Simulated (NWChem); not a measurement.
HTeSeF; SMILES F[Te][SeH]

```xyz
4

Te    -0.3138     0.8323    -0.0070
F      1.5194     1.5016    -0.0110
Se     0.0728    -1.6171    -0.0285
H      0.1683    -1.8138     1.4330
```
Atoms are numbered in this order, from 1.

Results from NWChem. All runs use the structure optimised with PBE0/def2-SVP. No frequency run checked for a minimum. def2 effective core potentials on Te; no spin-orbit coupling. Ions are spin-unrestricted doublets at the neutral geometry; other ion states weren't tried.

Question: Estimate the computed values for PBE0/def2-SVP. Quantities: vertical ionisation energy, ΔSCF (eV); −ε(HOMO) (eV).

Answer: 
```yaml
vertical ionisation energy, ΔSCF (eV): 8.80
"−ε(HOMO) (eV)": 6.58
```
